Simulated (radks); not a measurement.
Task: The mean radii <r> (bohr) of the occupied orbitals of an atom or ion are listed with their occupations. Calculated with a radial shooting solver on a logarithmic mesh with Libxc functionals: scalar-relativistic Kohn-Sham, r2SCAN, spin-polarised, spherical densities, finite nucleus; meta-GGA in the generalised Kohn-Sham scheme; Fermi nuclear charge, rms radius of each element as measured or else 0.836 A^(1/3) + 0.57 fm.

orbital  occ.      <r>
1s up       1  0.02112
1s down     1  0.02112
2s down     1  0.08975
2s up       1  0.08975
2p up       3  0.07946
2p down     3  0.07946
3s up       1   0.2342
3s down     1   0.2341
3p up       3   0.2332
3p down     3   0.2331
3d up       5   0.2122
3d down     5   0.2120
4s up       1   0.5303
4s down     1   0.5303
4p up       3   0.5617
4p down     3   0.5618
4d up       5   0.6101
4d down     5   0.6108
5s up       1    1.296
5s down     1    1.316
5p up       3    1.518
5p down     3    1.545
4f up       7   0.8463
4f down     3   0.8951

Name the element and its charge. Open shells, if any, are filled with parallel spins first.

Result: Z = 66, dysprosium, charge +2: Dy2+ in [Xe] 4f10. The 1s radius gives Z: for a bare nucleus <r> = (2 gamma + 1)/(2Z) with gamma = sqrt(1 - (Z/c)^2), 0.02085 bohr for Z = 66, and screening makes it slightly larger (0.02112 here). The occupations add up to 64, and the charge is Z minus that.
